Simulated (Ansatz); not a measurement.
Reaction (formal loss of a carbene): `COB(C)O` → `[CH2]` (triplet) + `COBO`

Computed with Ansatz on PBE0-D4/def2-TZVP structures; ΔE is electronic, products minus reactants. CCSD(T)/CBS adds triple-zeta CCSD(T) − MP2 to the extrapolated MP2 energy (def2 sets, frozen cores). This one scheme is used for every species. Functionals use def2-TZVPP. B3LYP here is the variant with VWN-RPA as its local correlation; programs differ in this. Triplets are unrestricted, without spin–orbit coupling. Each species was taken in one conformer, which may not be the lowest.

```
             level  ΔE (eV)
           BLYP-D4     4.89
         r2SCAN-D4     4.79
          B3LYP-D4     4.90
          BHLYP-D4     4.79
           r2SCANh     4.75
           r2SCAN0     4.73
     HF/def2-TZVPP     3.42
SCS-MP2/def2-QZVPP     5.06
```

(1) What does CCSD(T)/CBS give? (Estimate.)

Largest T1 diagnostic among the species: 0.013.

Answers

(1) Ansatz gave: +4.99 eV. The listed levels differ from it by -0.10, -0.20, -0.09, -0.20, -0.24, -0.26, -1.57, 0.07 eV.

From r2SCAN to r2SCAN0 (25 % exact exchange), in def2-TZVPP and without D4, ΔE moves by −0.04 eV. The D4 term adds +0.11 eV with B3LYP and +0.06 eV with PBE0; it sums over pairs of atoms, weighted by their polarisabilities, and B3LYP, whose exchange is more repulsive, gets the larger term. Leaving LDA and LC-ωPBE aside and taking each functional with its dispersion term where it has one, the values, not all of them listed here, spread over 0.34 eV, from r2SCAN0-D4 to ωB97X-V. LDA lies +0.79 eV from PBE without D4.
